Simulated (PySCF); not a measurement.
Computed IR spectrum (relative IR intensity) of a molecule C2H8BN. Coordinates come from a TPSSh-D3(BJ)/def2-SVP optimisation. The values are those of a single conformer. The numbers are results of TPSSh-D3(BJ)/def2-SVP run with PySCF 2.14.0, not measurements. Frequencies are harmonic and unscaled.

Lines under 2 % of the strongest are left out, and lines within 2 cm⁻¹ are merged.

ν (cm⁻¹): 133 (vw), 385 (w), 557 (vs), 949 (w), 1203 (m), 1315 (vw), 1352 (s), 1374 (s), 1469 (vw), 1487 (vw), 1614 (s), 3010 (w), 3014 (vw), 3084 (m), 3096 (s), 3560 (w), 3660 (w) (against the strongest line: vs over 80 %, s over 45 %, m over 15 %, w over 4 %, vw less)

Q: Which structure fits?
(A) CB(C)N
(B) BN(C)C
(C) CCBN
(D) CBNC

A: A, CB(C)N
